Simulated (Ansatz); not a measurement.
Pulling on the B1–H2 bond in BH2I (SMILES BI) (multiplicity 1 held, fragments rigid). Energies count from the point at 1.183 Å.
Geometry at that point (charge 0, multiplicity 1):
```json
[
 {"atom": "B", "x (Å)": "-1.0069", "y (Å)": "-1.5282", "z (Å)": "0.2633"},
 {"atom": "H", "x (Å)": "-0.6251", "y (Å)": "-2.3051", "z (Å)": "1.0692"},
 {"atom": "H", "x (Å)": "-1.9865", "y (Å)": "-1.6589", "z (Å)": "-0.3861"},
 {"atom": "I", "x (Å)": "0.1443", "y (Å)": "0.2190", "z (Å)": "-0.0377"}
]
```

Unrestricted levels (U-) break spin symmetry where that is lower. Active spaces are followed from a long bond inwards. Curves can end on different states.

Cores are frozen in the correlated methods. Filled d and f shells under p-block atoms count as core.

Run with Ansatz (a first-principles code).  In def2 rows elements past Kr take small-core potentials, without spin–orbit coupling.

Give the energy at R = 3.784 Å at the level FIC-MRCISD+Q on CASSCF(2,2)/def2-SVP.

104.7 kcal/mol

What is the computed energy at R = 3.784 Å (U-HF/def2-SVP)?

87.5 kcal/mol

Doubts at one or more of the structures used: a spin-contaminated determinant (U-HF/def2-SVP).
